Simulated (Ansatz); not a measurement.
Consider the substitution at a C–Al bond: `C#[C][Al]([OH])[CH2]F` + `C[SiH2]BS` → `C#CSB[SiH2]C` + `[OH][AlH][CH2]F`.

Calculated with Ansatz (gas phase, PBE0-D4/def2-TZVP geometries, no zero-point term in ΔE). CCSD(T)/CBS adds triple-zeta CCSD(T) − MP2 to the extrapolated MP2 energy (def2 sets, frozen cores). DFT in def2-TZVPP. HSE06 is defined as in plane-wave codes. Each species was taken in one conformer, which may not be the lowest.

| level | ΔE (kJ/mol) | difference from CCSD(T)/CBS |
| --- | --- | --- |
| B97M-V | 124.8 | -17.3 |
| r2SCANh-D4 | 126.3 | -15.8 |
| HSE06-D4 | 118.1 | -24.0 |
| PBE-QIDH | 124.7 | -17.4 |
| revPBE | 125.8 | -16.3 |
| PBE0 | 124.4 | -17.7 |
| BHLYP | 172.5 | 30.4 |
| LC-ωPBE | 131.4 | -10.7 |
| HF/def2-SVP | 217.7 | 75.6 |
| CCSD/CBS(def2) | 157.3 | 15.2 |
| CCSD(T)/CBS | 142.1 | 0 |

Largest T1 diagnostic among the species: 0.014.

From r2SCAN to r2SCAN0 (25 % exact exchange), in def2-TZVPP and without D4, ΔE moves by +4.7 kJ/mol. The D4 term adds −12.3 kJ/mol with B3LYP and −6.4 kJ/mol with PBE0; it sums over pairs of atoms, weighted by their polarisabilities, and B3LYP, whose exchange is more repulsive, gets the larger term.

CCSD(T)/CBS has its own doubt, a few kJ/mol and more with outer-core shells, so smaller differences from it don't rank the levels.

B3LYP here is the variant with VWN-RPA as its local correlation; programs differ in this.
